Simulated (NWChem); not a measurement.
# Ionisation of C2H2N3

SMILES: n1[nH][c]nc1
```xyz
7

C      0.6131     0.9640     0.0000
N     -0.6672     1.0336     0.0000
C     -1.0268    -0.2845     0.0000
N     -0.0159    -1.1297     0.0000
N      1.0476    -0.3022     0.0000
H     -2.0620    -0.6237     0.0000
H      1.9921    -0.6657     0.0000
```
Charge 0, spin multiplicity 2.

All runs are NWChem calculations. The geometry was optimised at UPBE0/def2-SVP, a minimum by its harmonic frequencies.

Basis set: def2-SVPD. The species with one electron less has spin multiplicity 3 and keeps the geometry of the parent. Δ marks differences of total energies (open shells unrestricted). −ε marks an orbital energy of the parent. That orbital need not have the symmetry of the hole or added electron in the Δ rows.

B3LYP has NWChem's definition, with VWN1-RPA local correlation. The structure started from a generated list of species. The unpaired electrons of the parent sit in orbitals of symmetry a' (Cs labels of the run); other states weren't searched. The stability of the SCF solutions was not checked.

### Question
One of these methods gave a first vertical ionisation energy of 9.98 eV. Which?
A) evGW0@PBE0
B) ΔB3LYP
C) −ε(beta HOMO) of BLYP
D) −ε(beta HOMO) of B3LYP

### Answer
A, evGW0@PBE0. The others give 10.99 (ΔB3LYP), 6.81 (−ε(beta HOMO) of BLYP), 7.91 (−ε(beta HOMO) of B3LYP).
